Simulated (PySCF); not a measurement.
Species: C8H13 (doublet state).
Atom-mapped SMILES: `[CH3:1][C@H:2]1[CH:3][C@@H:4]2[CH2:5][CH2:6][C@H:7]1[CH2:8]2` (hydrogens: H9, H10, H11 on C1; H12 on C2; H13 on C3; H14 on C4; H15, H16 on C5; H17, H18 on C6; H19 on C7; H20, H21 on C8)

Geometry (PBE0-D3(BJ)/def2-SVP, Å), atoms numbered from 1 in this order:
```
atom  x, y, z in Å
C1    -2.453    0.163   -0.129
C2    -1.015   -0.109   -0.570
C3    -0.197    1.134   -0.795
C4     0.981    1.089    0.127
C5     1.943    0.002   -0.418
C6     1.146   -1.307   -0.178
C7    -0.150   -0.823    0.495
C8     0.371    0.353    1.332
H9    -2.484    0.750    0.802
H10   -2.998   -0.778    0.042
H11   -2.997    0.735   -0.896
H12   -1.061   -0.726   -1.490
H13   -0.298    1.801   -1.655
H14    1.466    2.056    0.324
H15    2.192    0.167   -1.477
H16    2.891    0.009    0.145
H17    0.942   -1.860   -1.108
H18    1.696   -1.991    0.488
H19   -0.691   -1.610    1.042
H20    1.120    0.051    2.081
H21   -0.422    0.928    1.835
```

The hyperfine couplings belong to this conformer and change with its torsions.

Method used: PySCF 2.14.0, UKS B3LYP, IGLO-III on C, pcH-1 on H, non-relativistic, mean-field spin-orbit, GIAO. Geometry: PBE0-D3(BJ)/def2-SVP; no solvent, vibrations or thermal averaging. The SCF solution wasn't tested for stability.

The Mulliken spin populations are largest on C3 (+1.07), C2 (-0.10) and C4 (-0.09). No atom but C3 exceeds +0.15. The positive populations add up to 1.24 and the negative ones to -0.24, together 2S = 1. The angles at C3 add up to 358.1°, so it is nearly planar; its axial dipolar tensor and the negative coupling of its proton fit spin in a p orbital normal to that plane.

Find Q in a(H) = Q·ρ(C) for the protons on the planar carbons that carry spin.

```tsv
H	C	ρ(C)	a(H) (G)	a/ρ (G)
H13	C3	+1.072	-20.87	-19.5
```

One proton gives one ratio, Q = -19.5 G, and no test of linearity. In every row coupling and population have opposite signs.

How do the β-proton couplings of this frozen conformer go with θ, the angle between the C–H bond and the normal to the plane of the spin centre's three neighbours, both seen down the bond from centre to carbon?

```csv
β H,on,centre,θ (°),cos²θ,a (G)
H12,C2,C3,33,0.70,+27.08
H14,C4,C3,64,0.19,+5.98
```

Couplings in gauss use g_iso = 2.0025.
